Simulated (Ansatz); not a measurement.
Start from `COC(O)[SiH3]` and change one atom or group to get `OC([SiH3])[TeH]`.

Ansatz, PBE0-D4/def2-TZVP geometries, multiplicity 1. Each molecule was computed in one conformer, which needn't be the lowest.

Elements past krypton have def2 core potentials.  Spin–orbit coupling is left out; it splits and shifts lone-pair levels of the heavy atoms by tenths of an eV.

```
                                          property  `COC(O)[SiH3]`
size of the dipole moment (ωB97M-V/def2-TZVPP) / D            2.56
               HOMO energy (B3LYP/def2-TZVPP) / eV           -7.70
  size of the dipole moment (B3LYP/def2-TZVPP) / D            2.55
              HOMO–LUMO gap (PBE0/def2-TZVPP) / eV            8.45
               HOMO–LUMO gap (PBE/def2-TZVPP) / eV            5.99
                 LUMO energy (PBE/def2-TZVPP) / eV           -0.36
```

Q: What does the change do to each property? (Best estimate.)

A: The calculation gave: 
```json
{"property": "size of the dipole moment (ωB97M-V/def2-TZVPP) / D", "`OC([SiH3])[TeH]`": "1.48", "shift": "-1.08"}
{"property": "HOMO energy (B3LYP/def2-TZVPP) / eV", "`OC([SiH3])[TeH]`": "-6.23", "shift": "1.47"}
{"property": "size of the dipole moment (B3LYP/def2-TZVPP) / D", "`OC([SiH3])[TeH]`": "1.43", "shift": "-1.12"}
{"property": "HOMO–LUMO gap (PBE0/def2-TZVPP) / eV", "`OC([SiH3])[TeH]`": "5.47", "shift": "-2.98"}
{"property": "HOMO–LUMO gap (PBE/def2-TZVPP) / eV", "`OC([SiH3])[TeH]`": "3.61", "shift": "-2.38"}
{"property": "LUMO energy (PBE/def2-TZVPP) / eV", "`OC([SiH3])[TeH]`": "-1.79", "shift": "-1.43"}
```

With PBE0 the HOMO rises by 1.49 eV and the LUMO falls by 1.49 eV, so the gap narrows by about 2.98 eV. PBE moves the HOMO by 0.95 eV and ωB97M-V by 1.78 eV. Dipoles are sizes alone; their direction can turn.

Positive LUMOs are unbound, so they and the gaps depend on the basis.

B3LYP here is the variant with VWN-RPA as its local correlation; programs differ in this.
